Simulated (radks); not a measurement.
Values are calculated unless marked as measured or tabulated.
The mean radii <r> (bohr) of the occupied orbitals of an atom or ion are listed with their occupations. Level of theory: non-relativistic Kohn-Sham, LDA (Slater exchange, VWN5 correlation), spin-unpolarised, spherical densities, point nucleus (a radial shooting solver on a logarithmic mesh with Libxc functionals).

| orbital | occ. | <r> |
|---|---|---|
| 1s | 2 | 0.04250 |
| 2s | 2 | 0.1881 |
| 2p | 6 | 0.1620 |
| 3s | 2 | 0.5427 |
| 3p | 6 | 0.5462 |
| 3d | 10 | 0.5543 |
| 4s | 2 | 1.599 |
| 4p | 6 | 1.950 |

Name the element and its charge.

Answer. Z = 36, krypton, charge 0: Kr in [Kr]. The 1s radius gives Z: for a bare nucleus <r> = 1.5/Z, 0.04167 bohr for Z = 36, and screening makes it slightly larger (0.04250 here). The occupations add up to 36, and the charge is Z minus that.
